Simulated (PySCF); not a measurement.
**Electron correlation in N(2+) (nitrogen, charge +2)**

[He] 2s2 2p1, 2P determinant. Calculation: PySCF 2.14, in x2c-TZVPall (5s3p2d1f, 31 functions); scalar relativity by spin-free X2C-1e. Frozen: 1s2; 3 electrons correlated.

MP2 pair energies summed by pair of shells (mhartree):

| pair | energy | share (%) |
| --- | --- | --- |
| 2s-2s | -32.68 | 59.0 |
| 2s-2p | -22.75 | 41.0 |

Total MP2 correlation energy: -55.43 mhartree.

Same-spin part -3.45 and opposite-spin part -51.98 mhartree; SCS-MP2 scales them by 1/3 and 6/5 to -63.53 mhartree.

```
  level  correlation energy (mhartree)
   CCSD                         -82.30
    (T)                          -1.02
CCSD(T)                         -83.32
```

Diagnostics: T1 = 0.0068, D1 = 0.0131, largest double amplitude 0.137.

Task: Is a single reference adequate?

Result: Mostly. T1 lies below 0.03, but a double amplitude of this size points to a near-degeneracy that CCSD handles and MP2 describes poorly.
